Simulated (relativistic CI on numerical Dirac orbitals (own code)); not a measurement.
Sb¹⁸⁺: sensitivity of the levels to the model

Base calculation: Dirac-Coulomb-Breit CI, orbitals from a KLI potential per configuration, model QED (radiative potential, 1s self-energy scaled to tabulated hydrogen-like ionisation energies), unscaled Slater integrals.

Configuration list (outside the closed core [Ar] 3d10): 4s²4p³, 4s4p⁴, 4p⁵, 4s²4p²4d, 4s4p³4d, 4s²4p²4f, 4s4p³4f, 4p⁴4d, 4s4p²4d², 4s²4p4d4f, 4s²4p²5s, 4p⁴4f, 4s²4p4d², 4s²4d³, 4s4p4d³, 4s²4d²4f, 4s4p4d²4f, 4s²4d²5s, 4p³4d², 4p²4d³, 4p²4d²4f, 4p²4d²5s. Double excitations out of closed p, d and f shells are left out; levels of such configurations are missing from the list, as are those of other unlisted configurations, and high levels can miss mixing partners.

Variants: (1) P86 correlation estimate; (2) Breit term removed; (3) only the first 3 configurations. Shifts of the energy above 4s²4p³ ⁴S°3/2, in cm⁻¹, for the lowest level and the first level of each name with at least 55 % of one term (blank where a level changes its place among those of its configuration and J or its character, or is not in the variant):

```tsv
Level	Base	Δ(1)	Δ(2)	Δ(3)
4s²4p³ ⁴S°3/2	0	0	0	0
4s²4p³ ²D°5/2	95877	+22	+1267	+5282
4s²4p³ ²P°1/2	128067	+9	+1160	-819
4s²4p³ ²P°3/2	200219	+16	+2449	+1605
4s4p⁴ ⁴P5/2	420991	+541	+165	+16196
4s4p⁴ ⁴P3/2	470287	+560	+617	+21643
4s4p⁴ ⁴P1/2	476540	+545	+503	+17852
4s4p⁴ ²D5/2	552534	+593	+1477	+39699
4s²4p²4d ²F5/2	668941	+1039	+2362	
4s²4p²4d ⁴D1/2	671497	+919	+2331	
4s²4p²4d ⁴F7/2	681034	+1038	+2765	
4s²4p²4d ⁴D3/2	686668	+981	+2292	
4s²4p²4d ⁴F9/2	705729	+1044	+3168	
4s²4p²4d ²G7/2	749959	+1056	+3118
```

At this charge energies of transitions that change n are usually good to better than 1 %, and those within a shell (Δn = 0) to a few per cent.

Ionisation energy from the two ground configurations alone: base 509.847 eV; P86 correlation estimate 511.41 eV; Breit term removed 510.102 eV. The NIST ASD value (theoretical) is 510 eV.

LS names give the leading component of a level, which can be under half, so a name can repeat, a term be missing and a line seem to break the LS rules.
